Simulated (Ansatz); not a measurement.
CH5Ge (SMILES [CH2][GeH3]) moved off its minimum; all values from Ansatz (a first-principles code), cores frozen in correlated methods. Open shells are unrestricted.
(charge 0, multiplicity 2)
```xyz
7

C      1.56763    -0.14082     0.03716
Ge    -0.38360     0.07402    -0.04127
H      2.26294     0.69817    -0.04390
H      2.05235    -1.12364     0.05981
H     -0.96203    -0.45893     1.34159
H     -0.70337     1.50105    -0.25452
H     -0.96376    -0.81232    -1.14003
```

Forces at MP2/cc-pVTZ (eV/Å):

```tsv
atom	Fx	Fy	Fz
C1	0.146	-0.084	-0.230
Ge2	0.780	-1.466	1.151
H3	-0.340	-0.278	0.071
H4	-0.319	0.446	0.040
H5	0.169	0.367	-0.691
H6	-0.333	1.064	-0.148
H7	-0.102	-0.050	-0.193
```

Task: Give the forces (eV/Å), the total energy and the dipole at CCSD(T)/cc-pVTZ.

Result: 
```
atom      Fx      Fy      Fz
----  ------  ------  ------
C1     0.101  -0.079  -0.222
Ge2    0.797  -1.430   1.125
H3    -0.247  -0.162   0.063
H4    -0.253   0.310   0.045
H5     0.114   0.316  -0.570
H6    -0.359   1.169  -0.163
H7    -0.153  -0.125  -0.278
```
Energy -2116.4629 hartree, dipole 0.39 D.
